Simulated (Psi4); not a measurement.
Calculation: SAPT0/jun-cc-pVDZ, frozen core in Psi4 1.11.

Psi4 input:

```
molecule {
0 1
C -1.26823431 0.03669634 -0.25918477
C 0.11926009 0.62134247 -0.11288110
C 1.21080080 -0.33499173 0.31418237
O 0.34393191 1.78973584 -0.32663254
H -1.26380844 -0.75473493 -1.01314202
H -1.58651554 -0.42310659 0.67978021
H -1.97254150 0.81334775 -0.54709740
H 1.28563986 -1.16369720 -0.39444332
H 2.16283260 0.18685182 0.37283376
H 0.96863452 -0.77144379 1.28658482
--
0 1
Si 3.11998453 3.87208403 1.46957831
O 2.90640393 2.67986297 0.34537822
H 2.40330143 3.56734494 2.73300541
H 4.57306949 3.93450679 1.71983745
H 2.63690457 5.18475520 0.97332840
H 2.01557758 2.48319933 0.04694883
units angstrom
symmetry c1
no_reorient
no_com
}
set basis jun-cc-pvdz
set scf_type df
set freeze_core true
energy('sapt0')
```

Part of the output:

```
    SAPT Results
  --------------------------------------------------------------------------------------------------------
    Electrostatics                -20.03358005 [mEh]     -12.57126127 [kcal/mol]     -52.59815717 [kJ/mol]
      Elst10,r                    -20.03358005 [mEh]     -12.57126127 [kcal/mol]     -52.59815717 [kJ/mol]

    Exchange                       18.07847692 [mEh]      11.34441554 [kcal/mol]      47.46503460 [kJ/mol]
      Exch10                       18.07847692 [mEh]      11.34441554 [kcal/mol]      47.46503460 [kJ/mol]
      Exch10(S^2)                  17.91728642 [mEh]      11.24326697 [kcal/mol]      47.04182901 [kJ/mol]

    Induction                      -6.18743239 [mEh]      -3.88267244 [kcal/mol]     -16.24510151 [kJ/mol]
      Ind20,r                      -8.32163049 [mEh]      -5.22190197 [kcal/mol]     -21.84843785 [kJ/mol]
      Exch-Ind20,r                  4.58664841 [mEh]       2.87816533 [kcal/mol]      12.04224375 [kJ/mol]
      delta HF,r (2)               -2.45245031 [mEh]      -1.53893581 [kcal/mol]      -6.43890741 [kJ/mol]

    Dispersion                     -4.58994072 [mEh]      -2.88023129 [kcal/mol]     -12.05088771 [kJ/mol]
      Disp20                       -5.63653900 [mEh]      -3.53698162 [kcal/mol]     -14.79873109 [kJ/mol]
      Exch-Disp20                   1.04659827 [mEh]       0.65675033 [kcal/mol]       2.74784339 [kJ/mol]
      Disp20 (SS)                  -2.81826950 [mEh]      -1.76849081 [kcal/mol]      -7.39936555 [kJ/mol]
      Disp20 (OS)                  -2.81826950 [mEh]      -1.76849081 [kcal/mol]      -7.39936555 [kJ/mol]
      Exch-Disp20 (SS)              0.59597574 [mEh]       0.37398042 [kcal/mol]       1.56473409 [kJ/mol]
      Exch-Disp20 (OS)              0.45062253 [mEh]       0.28276991 [kcal/mol]       1.18310930 [kJ/mol]

  Total HF                         -8.14253552 [mEh]      -5.10951818 [kcal/mol]     -21.37822407 [kJ/mol]
  Total SAPT0                     -12.73247625 [mEh]      -7.98974947 [kcal/mol]     -33.42911178 [kJ/mol]
```
